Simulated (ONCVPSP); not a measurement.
What one change does to a pseudopotential (copper, ONCV)

| Property | Result |
| --- | --- |
| Element | Cu (Z = 29) |
| Generator | ONCVPSP 4.0.1 |
| Type | optimised norm-conserving Vanderbilt (ONCV) |
| Functional | BLYP |
| Relativity | scalar-relativistic |
| Frozen core | [Ne] |
| Valence charge | 19 |
| Reference configuration | 3s2 3p6 3d10 (charge +1) |
| Partial waves | 3s: rc 1.15 bohr, ncon 4, nbas 7, qcut 13.8 1/bohr, 2 projectors, debl 2.6 Ha; 3p: rc 1.10 bohr, ncon 5, nbas 8, qcut 12.4 1/bohr, 1 projector; 3d: rc 1.40 bohr, ncon 5, nbas 10, qcut 13 1/bohr, 2 projectors, debl 2.3 Ha |
| Local potential | polynomial inside 1.00 bohr (lpopt 4, dvloc0 0 Ha) |
| Core correction | Teter function, parameters optimised by the program |

In the s channel the program set the typed energies aside and used -4.528, 0.250 Ha.

All-electron outer shells of the reference configuration (BLYP, scalar-relativistic, ld1.x):

| shell | level (eV) | outermost node (bohr) | outermost maximum (bohr) |
| --- | --- | --- | --- |
| 3s | -123.21 | 0.29 | 0.61 |
| 3p | -80.77 | 0.26 | 0.62 |
| 3d | -13.72 | – | 0.60 |

Change: s: ncon 5, nbas 8.

Cutoffs: the cutoffs (Ha) at which the residual kinetic energy of the hardest occupied pseudo-wave falls to 1 and 0.1 mHa per electron; they do not see the model core or the augmentation charge, which bear on the density cutoff. Errors are all-electron minus pseudo energies relative to the spin-unpolarised reference configuration.

**Question.** Predict the effect on cutoff, ghosts and configuration errors.

**Answer.** The potential gets neither clearly harder nor softer (63 Ha and 71 Ha → 64 Ha and 74 Ha); of the 3 tests that both files solve, the error grows in 3 and shrinks in 0 by more than 15 % and 0.3 meV (median size 32.7 → 59.3 meV); neither file shows a bound ghost.

```tsv
quantity	base	changed
cutoff, loose	63 Ha	64 Ha
cutoff, tight	71 Ha	74 Ha
loose cutoff by channel	s 57 Ha, p 45 Ha, d 63 Ha	s 64 Ha, p 45 Ha, d 63 Ha
bound ghosts	none	none
GHOST(+) flags under 300 eV	none	none
tests with a reliable result	3 of 4	3 of 4
error for 3s2 3p6 3d10 4s1, meV [ΔE -8.28 eV]	-23	-59
error for 3s2 3p6 3d9, meV [ΔE 21.38 eV]	-33	-56
error for 3s2 3p6 3d8, meV [ΔE 60.41 eV]	-93	-169
s: phases at 1.16 bohr within 0.05 rad from the reference energy up to (Ha; the scan ends near 5)	to the end of the scan	to the end of the scan
p: phases at 1.12 bohr within 0.05 rad from the reference energy up to (Ha; the scan ends near 5)	to the end of the scan	to the end of the scan
d: phases at 1.42 bohr within 0.05 rad from the reference energy up to (Ha; the scan ends near 5)	to the end of the scan	to the end of the scan
rms error of d²Exc/dni dnj with the model core, mHa	0.28	0.53
```
